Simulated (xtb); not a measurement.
SnI3, SMILES [I][Sn-]([I])[I], charge -1. All values are semi-empirical tight-binding results from xtb (GFN2-xTB unless named), good for trends rather than for accurate numbers. Geometry optimised at GFN2-xTB. The isomer is the one that the SMILES or the coordinates give; other isomers of the formula were not compared.

Optimised geometry:

Bonds (Å): Sn1–I2 2.836, Sn1–I3 2.836, Sn1–I4 2.836. Angles (°): I2–Sn1–I3 102.4, I2–Sn1–I4 102.4, I3–Sn1–I4 102.4.
Charge -1, spin multiplicity 1.

For metal compounds this method's bond lengths and energies can be far off.

Computed properties:
| Quantity | Result |
|---|---|
| point group as xtb finds it | C3v |
| orbital gap | 5.87 eV |
| zero-point energy | 1.0 kcal/mol |
| G − E(el) at 298.15 K (modified RRHO) | -22.5 kcal/mol |

Computed atomic charges and the Wiberg bond orders between heavy atoms:
charges (e) Sn1 0.35, I2 -0.45, I3 -0.45, I4 -0.45. Bond orders Sn1–I2 0.89, Sn1–I3 0.89, Sn1–I4 0.89.
